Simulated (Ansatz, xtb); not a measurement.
# Two isomers of C3H8GeO

We compare X, `[CH3][GeH2][C](C)=O`, a singlet, with Y, `CC(=O)[CH2][GeH3]`, a singlet. Both are isolated molecules in the gas phase, relaxed with B3LYP/def2-SVP, each in the lowest conformer that the search found.

Question: Which of the two would you expect CCSD(T)/def2-SVP + ΔMP2/def2-TZVPP electronic energies to favour?

Answer: Structure Y; the calculation gives E(Y) − E(X) = −0.087 eV.

The same difference at several levels:

```tsv
level	geometry	E(Y) − E(X) (eV)	departure from the last row (eV)	job, with rough time for the two
GFN2-xTB	GFN2-xTB	−0.451	−0.364	optimisation, 0.34 s
HF/STO-3G	GFN2-xTB	+0.056	+0.143	single point, 0.71 s
r2SCAN-D4/def2-SVP	GFN2-xTB	−0.098	−0.010	single point, 3.7 s
B3LYP/def2-SVP	B3LYP/def2-SVP	−0.111	−0.023	optimisation, 3 min
HF/def2-SVP	B3LYP/def2-SVP	−0.222	−0.135	part of the CCSD(T) run
MP2/def2-SVP	B3LYP/def2-SVP	−0.199	−0.112	part of the CCSD(T) run
CCSD(T)/def2-SVP	B3LYP/def2-SVP	−0.192	−0.104	single point
CCSD(T)/def2-SVP + ΔMP2/def2-TZVPP	B3LYP/def2-SVP	−0.087		single point, 56 s
```

As drawn, Y has 1 C–C, 1 Ge–H in place of 1 C–Ge, 1 C–H.

HF/STO-3G puts the two in the other order. The largest departure from CCSD(T)/def2-SVP + ΔMP2/def2-TZVPP is that of GFN2-xTB, 0.364 eV. The last row adds to CCSD(T) the change of the MP2 difference between the two basis sets, here +0.104 eV.

With thermal terms from frequencies at re-optimised GFN2-xTB minima (ideal gas, soft modes damped towards free rotors, one conformer each, 298.15 K, 1 atm): on the last row, ΔE + ΔZPE = −0.094, ΔH = −0.116, ΔG = −0.072 eV.

The correlated steps freeze 13 core orbitals; the filled d shell of Ge is correlated, in a basis made for valence electrons. Codes used: Ansatz 0.2.0, xtb 6.7.1; the last row on 2 threads of Intel(R) Xeon(R) Processor on a shared host.
